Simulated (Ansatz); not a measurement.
Si20H27⁺, a nanocrystal with a defect cut from the lattice of silicon (one cap removed). Total charge 1; singlet. Geometry PBE-D4/def2-SVP, basis def2-SVP, Ansatz.

| run | HOMO (eV) | LUMO (eV) |
| --- | --- | --- |
| A | -9.12 | -7.31 |
| B | -9.39 | -7.39 |
| C | -10.05 | -6.86 |
| D | -9.71 | -7.20 |
| E | -9.52 | -7.47 |

Single mean-field runs in def2-SVP are fitted with def2-universal-jkfit.

**Question.** The runs used B97M-V, PBE, PBE0, r2SCAN, r2SCANh. Estimate which is which.

**Answer.** A PBE (0 % exact exchange); B r2SCAN (0 % exact exchange); C PBE0 (25 % exact exchange); D r2SCANh (10 % exact exchange); E B97M-V (0 % exact exchange). Exact exchange lowers occupied and raises empty levels; among semilocal functionals meta-GGAs tend to open the gap a little, and such runs are hard to tell apart. The gap grows from 1.81 eV (PBE) to 3.19 eV (PBE0).
